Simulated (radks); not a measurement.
The numbers below are computed, except where a source is named.
Fractional charge and spin in the 4s shell of manganese: the spin-up occupation runs from 0 to 1 and the spin-down occupation from 0 to 1; the fullest corner is Mn, [Ar] 3d(up 2.5, down 2.5) 4s(up 1, down 1). Code: a radial shooting solver on a logarithmic mesh with Libxc functionals. Model: scalar-relativistic Kohn-Sham, PBEsol, spin-polarised, spherical densities, finite nucleus; Fermi nuclear charge, rms radius of each element as measured or else 0.836 A^(1/3) + 0.57 fm. Energy (eV) above the fullest corner. The planes named below are the two flat planes that join the four corners, with an edge along up + down = one added electron.

down \ up       0    0.25     0.5    0.75      1
0          23.945  19.350  15.179  11.437  8.125
0.25       19.350  15.271  11.605   8.355  5.525
0.5        15.179  11.605   8.433   5.667  3.306
0.75       11.437   8.355   5.667   3.371  1.466
1           8.125   5.525   3.306   1.466  0.000

Corners above the fullest one (they belong to Mn+ and the next ion): (up 1, down 0) 8.125 eV, (up 0, down 1) 8.125 eV, (up 0, down 0) 23.945 eV. With half an added electron in each spin the energy lies 0.308 eV from the planes, and with half an added electron in spin up alone -0.855 eV. The planes are only a guide here: the flat-plane condition holds for ground states with one frontier orbital, while other shells are open and held unpolarised.
